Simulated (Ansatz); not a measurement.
Calculated with Ansatz (gas phase, PBE0-D4/def2-TZVP geometries, no zero-point term in ΔE). CCSD(T)/CBS is the MP2 limit (def2-TZVPP, def2-QZVPP) plus CCSD(T) − MP2 in def2-TZVPP, frozen cores. This one scheme is used for every species. For Se outer-core shells are correlated without core-valence functions, which leaves a few kJ/mol of doubt a bond. Scalar relativity is left out up to krypton. One conformer a species, not always the lowest.

Consider the ligand exchange at the Si–Se bond: `F[SiH2][SeH]` + `N[SiH](O)F` → `O[SiH](F)N[SiH2]F` + H₂Se.

`F[SiH2][SeH]`:

```xyz
6

F     0.985    1.328   -0.724
Si    0.556   -0.063   -0.065
Se   -1.348    0.112    1.137
H     0.388   -1.026   -1.174
H     1.609   -0.461    0.893
H    -2.191    0.110   -0.067
```

`N[SiH](O)F`:

Cartesian coordinates in Å:
```
N -0.553 -0.792 -0.688
Si 0.533 0.177 0.189
O -0.207 1.522 0.733
F 1.036 -0.767 1.374
H -0.417 -1.788 -0.747
H -1.053 -0.434 -1.485
H 1.736 0.672 -0.503
H -1.074 1.412 1.128
```

`O[SiH](F)N[SiH2]F`:

Z-matrix (Å, degrees):
```
Si
F 1 1.587
N 1 1.712 2 111.0
O 1 1.630 2 103.3 3 120.8
H 1 1.475 2 108.4 3 -117.9
Si 3 1.712 1 128.5 2 -114.9
H 3 1.013 1 115.8 2 66.3
H 4 0.958 1 117.8 2 -171.9
F 6 1.601 3 111.4 1 -94.4
H 6 1.477 3 108.9 1 23.3
H 6 1.479 3 109.7 1 148.3
```

H₂Se:

Z-matrix (Å, degrees):
```
Se
H 1 1.467
H 1 1.467 2 91.2
```

```csv
species,CCSD(T)/CBS(def2) energy (Eh)
`F[SiH2][SeH]`,-2791.46485
`N[SiH](O)F`,-521.31725
`O[SiH](F)N[SiH2]F`,-910.88746
H₂Se,-2401.89790
```

(1) Work out ΔE.

Largest T1 diagnostic among the species: 0.012.

## Answers

(1) ΔE = (-910.88746) + (-2401.89790) − (-2791.46485) − (-521.31725) = -0.00326 Eh = -0.09 eV.

From PBE to PBE0 (25 % exact exchange), in def2-TZVPP and without D4, ΔE moves by −0.03 eV. Leaving LDA and LC-ωPBE aside and taking each functional with its dispersion term where it has one, the values, not all of them listed here, spread over 0.15 eV, from CAM-B3LYP-D4 to PBE-D4. LDA lies −0.07 eV from PBE without D4.
